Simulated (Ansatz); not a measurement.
# Ligand exchange: GaH2Br + SnH3F → GaH2F + SnH3Br

Gas-phase species: GaH2Br `[GaH2][Br]`, singlet; SnH3F `[F][SnH3]`, singlet; GaH2F `[F][GaH2]`, singlet; SnH3Br `[Br][SnH3]`, singlet. The partners trade Br for F: Ga–Br and Sn–F bonds give way to Ga–F and Sn–Br.

Shapes, held fixed at every level: PBE0-D4/def2-TZVP. Programs: Ansatz 0.2.0. The zero-point and thermal change to 298 K, harmonic and unscaled (PBE0-D4/def2-TZVP), is +0.2 kJ/mol.

| level | kind | ΔH(298 K) (kJ/mol) | less CCSD(T)/def2-TZVPP |
| --- | --- | --- | --- |
| HF/def2-SVP | Hartree–Fock | -17.4 | -6.8 |
| SPW92/def2-TZVPP | LDA | -11.1 | -0.5 |
| PBE-D4/def2-TZVPP | GGA | -8.4 | +2.2 |
| B3LYP-D4/def2-TZVPP | global hybrid | -9.3 | +1.3 |
| PBE0-D4/def2-TZVPP | global hybrid | -9.4 | +1.2 |
| wB97M-V/def2-TZVPP | range-separated hybrid | -9.8 | +0.8 |
| CCSD(T)/def2-TZVPP | coupled cluster or CI | -10.6 | 0.0 |

The highest level, CCSD(T)/def2-TZVPP, gives ΔH(298 K) = -10.6 kJ/mol; the levels span -17.4 to -8.4. The column of differences is taken from that level and isn't an error. No measured value is set beside it here. For atoms past krypton def2 sets carry core potentials with scalar relativity. Relativity is left out for Br, Ga. Outer-core shells of Br, Ga, Sn are correlated, in sets that cover them unevenly.
